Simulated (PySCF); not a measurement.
Precursor series Ti Cl-F. All species are isolated molecules in the gas phase.

Computed with PBE-D3(BJ)/def2-TZVP // TPSS-D3(BJ)/def2-SVP run with PySCF. 

| species | LUMO (eV) | mean distance from the central atom to its bonded neighbours (Å) | coordination number |
|---|---|---|---|
| 0 of 4 Cl replaced by F ([Ti(Cl)4]) | [?] | [?] | 4 |
| 1 of 4 Cl replaced by F ([Ti(Cl)3(F)]) | -4.56 | 2.067 | 4 |
| 2 of 4 Cl replaced by F ([Ti(Cl)2(F)2]) | -4.48 | 1.960 | 4 |
| 3 of 4 Cl replaced by F | -4.30 | 1.852 | 4 |
| 4 of 4 Cl replaced by F ([Ti(F)4]) | -4.09 | [?] | 4 |

Problem. Some entries are withheld; supply them.

Solution. 
- 0 of 4 Cl replaced by F ([Ti(Cl)4]), LUMO (eV): -4.62
- 0 of 4 Cl replaced by F ([Ti(Cl)4]), mean distance from the central atom to its bonded neighbours (Å): 2.173
- 4 of 4 Cl replaced by F ([Ti(F)4]), mean distance from the central atom to its bonded neighbours (Å): 1.743
